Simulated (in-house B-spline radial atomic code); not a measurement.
Configurations of Tc III (Tc2+), with energies counted from [Kr] 4d5. Computed with a B-spline radial code for spherical atoms: scalar-relativistic (X2C) BHandHLYP, spin-polarised, spherical fractional occupations, exact exchange averaged over the configuration, Fermi nucleus of rms radius 4.41117 fm. Shells without spins written out take the highest spin.

Occupations are held fixed; configurations that lie above the ionisation limit could autoionise.

```
            configuration  E - E(ref) (eV)  highest orbital  its <r> (bohr)
             [Kr] 4d4 5f1           24.145            5f up           9.113
[Ar] 3d10 4s2 4p5 4d5 5d1               55            5d up           4.666
 [Ar] 3d9 4s2 4p6 4d5 5s1           258.62            5s up           2.688
 [Ar] 3d9 4s2 4p6 4d5 5p1           264.56            5p up           3.188
 [Ar] 3d9 4s2 4p6 4d5 4f1           274.86            4f up           5.185
```

Task: Order these further configurations by energy, lowest first.
A. [Ar] 3d9 4s2 4p6 4d5 5f1
B. [Ar] 3d10 4s2 4p5 4d5 5s1
C. [Kr] 4d4 4f1
D. [Kr] 4d4 5p1
E. [Ar] 3d10 4s2 4p5 4d6

Result: D (11.474 eV), C (21.427 eV), E (39.71 eV), B (41.93 eV), A (277.57 eV).
